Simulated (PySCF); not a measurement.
Geometry:
```csv
atom,x (Å),y (Å),z (Å)
O1,-2.202,-1.476,-0.289
C2,-1.136,-0.651,-0.147
C3,-1.269,0.735,-0.128
C4,-0.136,1.517,0.021
C5,1.118,0.944,0.151
C6,1.232,-0.444,0.129
O7,2.427,-1.071,0.252
C8,0.110,-1.244,-0.019
H9,-3.000,-0.946,-0.363
H10,-2.247,1.193,-0.228
H11,-0.232,2.597,0.037
H12,2.000,1.564,0.267
H13,3.120,-0.411,0.345
H14,0.207,-2.322,-0.035
```

Calculated, not measured (PySCF 2.14.0 with density-fitted response routines): PBE0/pcSseg-2 with gauge-including orbitals, PBE0-D3(BJ)/def2-TZVP geometry. Non-relativistic Hamiltonian, fast rotation and ring inversion assumed for equivalent nuclei, no solvent model, single conformer.

Q: Predict the 2D correlation tables (HSQC, COSY, HMBC).

A: 

HSQC (one-bond C–H):
```tsv
δH	δC
7.28 (H11)	139.7 (C4)
6.74 (H14)	108.7 (C8)
6.23 (H10/H12)	111.9 (C3/C5)
```

COSY cross peaks (H two or three bonds apart, from the bond graph; peaks can be absent where the dihedral angle is near 90°):
```tsv
δH	δH
7.28 (H11)	6.23 (H10/H12)
```

HMBC (two and three bonds, from the bond graph):
```tsv
δH	δC
7.28 (H11)	170.3 (C2/C6), 111.9 (C3/C5)
6.74 (H14)	170.3 (C2/C6), 111.9 (C3/C5)
6.23 (H10/H12)	170.3 (C2/C6), 139.7 (C4), 111.9 (C3/C5), 108.7 (C8)
```

Referencing at the same level of theory: $^{1}$H (σ = 31.52 ppm) and $^{13}$C (σ = 186.03 ppm) against TMS.

The OH or NH signal is concentration- and solvent-dependent in practice; the value given is the gas-phase one. Shifts are as computed. Against solution values, carbons near 30 ppm lie about +3 ppm off and those near 130 ppm about +9 ppm. Of 1211 compounds with measured shifts, 218 miss one by over three times the rms of a fit or turn the order of signals round; such compounds aren't used in these exercises.
